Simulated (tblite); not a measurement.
Species: C₅H₁₀O₂SSi.
Geometry (GFN2-xTB, Å), atoms numbered from 1 in this order:
```xyz
19
C5H10O2SSi angstrom
C      2.3472    1.6397   -0.3490
C      1.4419    0.7982    0.1058
Si     0.8053   -0.9015   -0.4313
O      1.4864   -2.0816    0.4423
C     -1.0230   -0.5683    0.0582
C     -2.0290   -0.6768   -1.0841
C     -1.0795    0.8179    0.6921
S      0.4907    1.1412    1.6145
O      0.7249   -0.0727    2.4231
H      2.9219    1.4224   -1.2359
H      2.5591    2.5802    0.1380
H      1.0547   -1.2444   -1.8190
H      1.4809   -1.9635    1.3974
H     -1.3065   -1.2940    0.8271
H     -2.0206   -1.6833   -1.4946
H     -1.7806    0.0189   -1.8833
H     -3.0379   -0.4550   -0.7384
H     -1.1360    1.6046   -0.0599
H     -1.9097    0.9272    1.3897
```

Method: GFN2-xTB as coded in tblite; computed harmonic values from a numerical Hessian at the method's own geometry, unscaled. Against measured fundamentals such values can be off by several per cent, at times by over 20. Modes of hydrogen on silicon can be 10 to 20 % off. One conformer, not necessarily the lowest.

Harmonic wavenumbers (cm⁻¹): 51.3, 102.6, 127.8, 162.5, 179.7, 227.6, 245.5, 267.9, 286.0, 358.0, 388.4, 449.3, 462.3, 487.2, 518.7, 595.6, 613.5, 652.1, 674.3, 701.2, 748.7, 853.0, 856.7, 921.8, 927.9, 957.1, 1005.7, 1061.6, 1074.7, 1091.9, 1107.4, 1134.4, 1203.9, 1273.9, 1299.8, 1402.0, 1415.7, 1450.6, 1505.0, 1507.7, 1700.9, 2374.8, 2941.2, 2988.0, 2992.5, 3009.6, 3024.5, 3040.6, 3063.7, 3086.9, 3517.9.

A = 1443, B = 1150, C = 978.8 MHz; mass 162.017 u (most abundant isotopes); point group C1, symmetry number 1.

Task: Zero-point energy?

Result: ½Σν̃ = 31046 cm⁻¹ = 371.39 kJ/mol.

Task: Entropy at 298.15 K, 1 bar (ideal gas, RRHO, classical rotation)?

Result: Translation 172.31, rotation 124.15, vibration 130.55: S = 427.0 J/(mol K).

Task: And Cp and H(298.15 K) − H(0)?

Result: Cp = 181.96 J/(mol K), of which vibrations give 148.70 (their classical limit is 51 R = 424.0); H(298.15 K) − H(0) = 31.69 kJ/mol without the zero-point energy, 21.77 from vibrations.

Task: What must be added to the electronic energy to get the Gibbs energy at 298.15 K and 1 bar?

Result: ZPE + [H(298.15 K) − H(0)] − T·S = 371.39 + 31.69 − 127.31 = 275.77 kJ/mol.

Task: Blend soft modes into free rotors: weight 1/[1 + (100 cm⁻¹/ν̃)⁴] for the oscillator and the rest for a rotor with moment μB/(μ + B), μ = h/(8π²ν), B = 10⁻⁴⁴ kg m². What vibrational entropy results?

Result: 124.14 J/(mol K) in place of 130.55, which changes −T·S at 298.15 K by +1.91 kJ/mol.

Task: Which modes carry the vibrational entropy at 298.15 K?

Result: 51.3 cm⁻¹: 19.94; 102.6 cm⁻¹: 14.24; 127.8 cm⁻¹: 12.46; 162.5 cm⁻¹: 10.55; 179.7 cm⁻¹: 9.76; 227.6 cm⁻¹: 7.94 J/(mol K); the other 45 give 55.66 together.

Task: How do the functions run with temperature in this model?

Result: 
| T (K) | S (J/(mol K)) | Cp (J/(mol K)) | H − H(0) (kJ/mol) | G − H(0) (kJ/mol) | ln q(vib) |
| --- | --- | --- | --- | --- | --- |
| 50 | 246.6 | 51.7 | 1.99 | -10.34 | 0.36 |
| 100 | 291.5 | 81.0 | 5.32 | -23.84 | 1.38 |
| 373.15 | 471.4 | 214.1 | 46.57 | -129.33 | 9.13 |
| 500 | 540.5 | 258.2 | 76.66 | -193.59 | 12.84 |
| 750 | 657.2 | 316.7 | 149.13 | -343.80 | 19.79 |
| 1000 | 753.8 | 354.2 | 233.29 | -520.54 | 26.11 |

q(vib) and H(0) count from the zero-point level.

Hindered rotation and anharmonicity are outside this model. Other conformers, if any are populated, would add a mixing term that is left out. The structure is chiral; the term R ln 2 for an equal mix with its mirror image is left out.
